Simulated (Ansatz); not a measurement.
Saddle point of CH$_{6}$FGe, doublet (GeH₃F ([F][GeH3]) + CH₃ → CH₃F ([CH3][F]) + GeH₃; bonds formed: F1–C3; bonds broken: F1–Ge2), PBE0-D4/def2-TZVP structure:

```tsv
atom	x (Å)	y (Å)	z (Å)
F1	0.0845	-0.2190	0.0962
Ge2	-0.6578	1.5754	-0.6699
C3	0.6993	-1.6783	0.7144
H4	0.2574	2.7082	-0.1764
H5	-2.0935	1.7577	-0.1501
H6	-0.6337	1.4736	-2.2041
H7	1.6278	-1.3586	1.1680
H8	0.7958	-2.2799	-0.1794
H9	-0.0801	-1.9791	1.4013
```

Energies are electronic, without zero-point energy. Barriers and step energies count from the start structure reached by relaxing down the imaginary mode; all methods use the PBE0-D4 structures, on which another method's saddle can fall below an end. Ansatz 0.2.0; basis: def2-TZVPP, with def2-QZVPP for the basis limit; cores frozen in the correlated methods; orbitals are unrestricted. Filled d shells of the heavier atoms are correlated. The def2 sets are not built for correlating such inner shells, so the correlated values are less sure here. B3LYP uses VWN-RPA correlation. Extrapolation: Hartree–Fock as exp(−7.88 √X), correlation as X^−2.97.

| method | barrier (kJ/mol) | step energy (kJ/mol) |
| --- | --- | --- |
| SPW92 | ? | 35.8 |
| PBE-D4 | 117.4 | 51.3 |
| BLYP-D4 | 118.7 | 59.4 |
| r2SCAN-D4 | 153.3 | 72.1 |
| B97M-V | 154.5 | 73.6 |
| PBE0-D4 | 155.8 | 57.1 |
| B3LYP-D4 | ? | 62.7 |
| r2SCAN0-D4 | ? | 71.9 |
| BHLYP-D4 | 192.4 | 72.7 |
| CAM-B3LYP-D4 | 168.9 | 65.1 |
| wB97X-V | 180.2 | 65.7 |
| wB97M-V | 169.1 | 59.6 |
| B2PLYP | 167.2 | 65.9 |
| PBE-QIDH | 189.7 | 65.3 |
| RPA on PBE | 171.2 | 61.3 |
| HF | 277.6 | 86.7 |
| MP2 | 197.4 | 70.6 |
| CCSD | 202.8 | 70.2 |
| CCSD(T) | 189.2 | 68.4 |

(1) Fill in the withheld barriers. (To be estimated.)

T1 diagnostic: at most 0.017. ⟨S²⟩ of the unrestricted Hartree–Fock references: 0.75 to 0.82 (a pure state has 0.75). The unrestricted reference is spin-contaminated, which hurts MP2 most. The end structure is not quite a true minimum (one mode of 72i cm⁻¹).

Results:

(1) The calculation gives: B3LYP-D4 148.2; r2SCAN0-D4 178.6; SPW92 91.5 kJ/mol. Each is the energy of the saddle less that of the start structure, by the same method.

For comparison, the barrier by CCSD(T) at an estimated basis limit (MP2 extrapolated from triple and quadruple zeta, plus CCSD(T) − MP2 in triple zeta) is 182.2 kJ/mol.

Radical steps of this kind take place in plasma deposition and etching.

Labels in which every atom is bracketed show which atoms are joined, not bond orders.

For scale, one of the runs: CCSD(T)/def2-TZVPP, 194 basis functions, launched by `ansatz run in.yaml --threads 8 --pin off --events-out ev --progress --plain --max-ram 19148MiB`. The run took 2.3 min on 8 CPU threads of an Arm Neoverse V1 (shared host), with 6.2 GiB of host memory at its peak.
